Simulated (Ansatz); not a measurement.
Ansatz (an electronic-structure program) input for C4H9FSi, SMILES [C@]1(C[C@@H]1C)(F)[SiH3], PBE0-D3(BJ)/def2-SVP. 

Ansatz 0.2 input:
```yaml
crystal:
  periodic: [false, false, false]
  atoms:
    - {symbol: C, position_ang: [-1.60341103, -0.03393071, 1.57451839]}
    - {symbol: C, position_ang: [-1.19447430, -0.58320664, 0.22596654]}
    - {symbol: C, position_ang: [-1.17029365, 0.27153959, -1.02391585]}
    - {symbol: C, position_ang: [0.12325944, -0.25109988, -0.43822530]}
    - {symbol: F, position_ang: [0.70021307, -1.30895711, -1.14230191]}
    - {symbol: Si, position_ang: [1.48086680, 0.85878346, 0.28039661]}
    - {symbol: H, position_ang: [-1.14380405, -0.61014271, 2.40388309]}
    - {symbol: H, position_ang: [-2.70482342, -0.07939799, 1.70059548]}
    - {symbol: H, position_ang: [-1.30302160, 1.02649472, 1.69218175]}
    - {symbol: H, position_ang: [-1.47723679, -1.63498591, 0.04396803]}
    - {symbol: H, position_ang: [-1.39004758, 1.34867199, -0.93619239]}
    - {symbol: H, position_ang: [-1.48432319, -0.19031942, -1.97279143]}
    - {symbol: H, position_ang: [2.28703275, 0.10456194, 1.30075184]}
    - {symbol: H, position_ang: [0.86668163, 2.07052653, 0.92698061]}
    - {symbol: H, position_ang: [2.38500668, 1.30242251, -0.83427486]}
basis:
  gaussian:
    orbitals: def2-SVP
hamiltonian:
  xc: pbe0
  dispersion: d3bj
relax: {f_tol: 0.002, max_steps: 200}
```

Program output:

```
WARN ansatz: RAYON_NUM_THREADS=1 ignored (pool sized by the plan → 1); use --threads N
Functional definition: PBE0
integrals: 0.11 GiB planned
1478 factors; integrals over basis functions are off by at most 3.7e-4 eV
mean field: 0.66 GiB planned
mean field evaluation 1: about -14863.7535 eV, gradient 4.8e1 eV
mean field evaluation 2: about -14862.1411 eV, gradient 5.4e1 eV
mean field evaluation 4: about -14869.4196 eV, gradient 2.7e0 eV
mean field evaluation 8: about -14869.4626 eV, gradient 1.6e-1 eV
mean field evaluation 16: about -14869.4626 eV, gradient 6.0e-5 eV
mean field -14869.46262451 eV, -546.4426725669 hartree, gradient 6.0e-5 eV, S^2 0.000000; 0 other end points of the search recorded, 0 dependent functions left out
the calculation of the forces begins
reference -14869.46265449 eV, -546.4426736687 hartree; 28, 28 occupied and 105, 105 virtual orbitals, 1478 factors
relax step   1: F+E_penalty+E_count = -14869.75537339 eV  Δ(F+E_penalty+E_count) = +0.000e0 eV  max|allowed force component| = 4.560e-1 eV/Å  Δτ_max = 0.0000 Å  (25 SCF iters, accepted)
these checks for a lower state are left out or cut short: starts, cluster_reference, orbital_swaps, neighbouring_geometries, increment
integrals: 0.11 GiB planned
1478 factors; integrals over basis functions are off by at most 3.6e-4 eV
mean field: 0.66 GiB planned
mean field -14869.48249560 eV, -546.4434028159 hartree, gradient 1.2e-5 eV, S^2 0.000000; 0 other end points of the search recorded, 0 dependent functions left out
the calculation of the forces begins
reference -14869.48252547 eV, -546.4434039139 hartree; 28, 28 occupied and 105, 105 virtual orbitals, 1478 factors
relax step   2: F+E_penalty+E_count = -14869.77669475 eV  Δ(F+E_penalty+E_count) = -2.132e-2 eV  max|allowed force component| = 1.849e-1 eV/Å  Δτ_max = 0.0157 Å  (30 SCF iters, accepted)
these checks for a lower state are left out or cut short: starts, cluster_reference, orbital_swaps, neighbouring_geometries, increment
integrals: 0.11 GiB planned
1478 factors; integrals over basis functions are off by at most 3.6e-4 eV
mean field: 0.66 GiB planned
mean field -14869.48452748 eV, -546.4434774863 hartree, gradient 1.2e-5 eV, S^2 0.000000; 0 other end points of the search recorded, 0 dependent functions left out
the calculation of the forces begins
reference -14869.48455732 eV, -546.4434785830 hartree; 28, 28 occupied and 105, 105 virtual orbitals, 1478 factors
relax step   3: F+E_penalty+E_count = -14869.77938691 eV  Δ(F+E_penalty+E_count) = -2.692e-3 eV  max|allowed force component| = 2.405e-2 eV/Å  Δτ_max = 0.0074 Å  (30 SCF iters, accepted)
these checks for a lower state are left out or cut short: starts, cluster_reference, orbital_swaps, neighbouring_geometries, increment
integrals: 0.11 GiB planned
1478 factors; integrals over basis functions are off by at most 3.6e-4 eV
mean field: 0.66 GiB planned
mean field evaluation 32: about -14869.4845 eV, gradient 9.1e-2 eV
mean field -14869.48456581 eV, -546.4434788947 hartree, gradient 6.5e-6 eV, S^2 0.000000; 0 other end points of the search recorded, 0 dependent functions left out
the calculation of the forces begins
reference -14869.48459565 eV, -546.4434799913 hartree; 28, 28 occupied and 105, 105 virtual orbitals, 1478 factors
relax step   4: F+E_penalty+E_count = -14869.77942837 eV  Δ(F+E_penalty+E_count) = -4.147e-5 eV  max|allowed force component| = 9.400e-3 eV/Å  Δτ_max = 0.0021 Å  (22 SCF iters, accepted)
these checks for a lower state are left out or cut short: starts, cluster_reference, orbital_swaps, neighbouring_geometries, increment
integrals: 0.11 GiB planned
1478 factors; integrals over basis functions are off by at most 3.6e-4 eV
mean field: 0.66 GiB planned
mean field -14869.48455595 eV, -546.4434785326 hartree, gradient 1.2e-5 eV, S^2 0.000000; 0 other end points of the search recorded, 0 dependent functions left out
the calculation of the forces begins
reference -14869.48458579 eV, -546.4434796291 hartree; 28, 28 occupied and 105, 105 virtual orbitals, 1478 factors
relax step   5: F+E_penalty+E_count = -14869.77944489 eV  Δ(F+E_penalty+E_count) = -1.651e-5 eV  max|allowed force component| = 1.670e-2 eV/Å  Δτ_max = 0.0067 Å  (22 SCF iters, accepted)
these checks for a lower state are left out or cut short: starts, cluster_reference, orbital_swaps, neighbouring_geometries, increment
integrals: 0.11 GiB planned
1478 factors; integrals over basis functions are off by at most 3.6e-4 eV
mean field: 0.66 GiB planned
mean field -14869.48456979 eV, -546.4434790413 hartree, gradient 8.0e-6 eV, S^2 0.000000; 0 other end points of the search recorded, 0 dependent functions left out
the calculation of the forces begins
reference -14869.48459963 eV, -546.4434801378 hartree; 28, 28 occupied and 105, 105 virtual orbitals, 1478 factors
relax step   6: F+E_penalty+E_count = -14869.77947426 eV  Δ(F+E_penalty+E_count) = -2.937e-5 eV  max|allowed force component| = 5.638e-3 eV/Å  Δτ_max = 0.0050 Å  (22 SCF iters, accepted)
these checks for a lower state are left out or cut short: starts, cluster_reference, orbital_swaps, neighbouring_geometries, increment
integrals: 0.11 GiB planned
1478 factors; integrals over basis functions are off by at most 3.6e-4 eV
mean field: 0.66 GiB planned
mean field -14869.48452542 eV, -546.4434774107 hartree, gradient 7.7e-5 eV, S^2 0.000000; 0 other end points of the search recorded, 0 dependent functions left out
the calculation of the forces begins
reference -14869.48455526 eV, -546.4434785073 hartree; 28, 28 occupied and 105, 105 virtual orbitals, 1478 factors
relax step   7: F+E_penalty+E_count = -14869.77948432 eV  Δ(F+E_penalty+E_count) = -1.007e-5 eV  max|allowed force component| = 4.295e-3 eV/Å  Δτ_max = 0.0062 Å  (19 SCF iters, accepted)
these checks for a lower state are left out or cut short: starts, cluster_reference, orbital_swaps, neighbouring_geometries, increment
integrals: 0.11 GiB planned
1478 factors; integrals over basis functions are off by at most 3.6e-4 eV
mean field: 0.66 GiB planned
mean field -14869.48451043 eV, -546.4434768596 hartree, gradient 5.0e-5 eV, S^2 0.000000; 0 other end points of the search recorded, 0 dependent functions left out
the calculation of the forces begins
reference -14869.48454027 eV, -546.4434779562 hartree; 28, 28 occupied and 105, 105 virtual orbitals, 1478 factors
relax step   8: F+E_penalty+E_count = -14869.77948959 eV  Δ(F+E_penalty+E_count) = -5.261e-6 eV  max|allowed force component| = 4.548e-3 eV/Å  Δτ_max = 0.0044 Å  (19 SCF iters, accepted)
these checks for a lower state are left out or cut short: starts, cluster_reference, orbital_swaps, neighbouring_geometries, increment
integrals: 0.11 GiB planned
1478 factors; integrals over basis functions are off by at most 3.6e-4 eV
mean field: 0.66 GiB planned
mean field -14869.48450862 eV, -546.4434767933 hartree, gradient 1.8e-5 eV, S^2 0.000000; 0 other end points of the search recorded, 0 dependent functions left out
the calculation of the forces begins
reference -14869.48453846 eV, -546.4434778899 hartree; 28, 28 occupied and 105, 105 virtual orbitals, 1478 factors
relax step   9: F+E_penalty+E_count = -14869.77949154 eV  Δ(F+E_penalty+E_count) = -1.952e-6 eV  max|allowed force component| = 1.499e-3 eV/Å  Δτ_max = 0.0016 Å  (19 SCF iters, accepted)
integrals: 0.11 GiB planned
1478 factors; integrals over basis functions are off by at most 3.6e-4 eV
mean field: 0.66 GiB planned
mean field evaluation 64: about -14861.9480 eV, gradient 5.4e1 eV
mean field -14869.48450862 eV, -546.4434767933 hartree, gradient 1.8e-5 eV, S^2 0.000000; 1 other end points of the search recorded, 0 dependent functions left out
the calculation of the forces begins
reference -14869.48453846 eV, -546.4434778899 hartree; 28, 28 occupied and 105, 105 virtual orbitals, 1478 factors
Total energy: -14869.77952138 eV, -546.4543183120 hartree
Atom 0 at    -1.589830    -0.035405     1.567450 Å, force     0.000551    -0.000394    -0.000587 eV/Å
Atom 1 at    -1.186736    -0.579050     0.223504 Å, force     0.000074    -0.000393    -0.000507 eV/Å
Atom 2 at    -1.163859     0.272702    -1.014065 Å, force     0.000493     0.000436     0.000986 eV/Å
Atom 3 at     0.119449    -0.250821    -0.437219 Å, force    -0.000952     0.000007    -0.001071 eV/Å
Atom 4 at     0.680305    -1.297257    -1.138492 Å, force    -0.000374     0.000274     0.000208 eV/Å
Atom 5 at     1.467453     0.855256     0.280392 Å, force     0.001499     0.000396     0.000836 eV/Å
Atom 6 at    -1.129951    -0.609656     2.386907 Å, force    -0.000088     0.000059     0.000388 eV/Å
Atom 7 at    -2.682531    -0.083176     1.694156 Å, force    -0.000155     0.000047    -0.000076 eV/Å
Atom 8 at    -1.293238     1.017563     1.685156 Å, force     0.000066     0.000327     0.000075 eV/Å
Atom 9 at    -1.471520    -1.621517     0.041074 Å, force    -0.000067    -0.000246     0.000295 eV/Å
Atom 10 at    -1.379754     1.342029    -0.922555 Å, force    -0.000360    -0.000326    -0.000372 eV/Å
Atom 11 at    -1.479300    -0.182416    -1.956421 Å, force     0.000067    -0.000077    -0.000186 eV/Å
Atom 12 at     2.252644     0.116618     1.313381 Å, force    -0.000326     0.000227    -0.000186 eV/Å
Atom 13 at     0.849065     2.066056     0.899559 Å, force    -0.000000     0.000089     0.000197 eV/Å
Atom 14 at     2.379428     1.280035    -0.821285 Å, force    -0.000428    -0.000425     0.000000 eV/Å
Dipole moment:    -0.260769     0.169026     0.159938 e Å
```

The run converged.
